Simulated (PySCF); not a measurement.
CH6GeS, SMILES C[S][GeH3]. Geometry optimised at TPSSh-D3(BJ)/def2-SVP.

Computed equilibrium geometry at TPSSh-D3(BJ)/def2-SVP (PySCF confirms it by a frequency run) as a Z-matrix, and its point group:
point group Cs.
```
S
C 1 1.8357
H 2 1.0986 1 106.20
H 2 1.0996 3 108.96 1 119.96
H 2 1.0996 3 108.96 4 120.08
Ge 1 2.2281 2 99.72 3 180.00
H 6 1.5346 1 106.01 2 180.00
H 6 1.5415 7 110.64 1 -119.65
H 6 1.5415 7 110.64 8 -120.71
```
Charge 0, spin multiplicity 1.
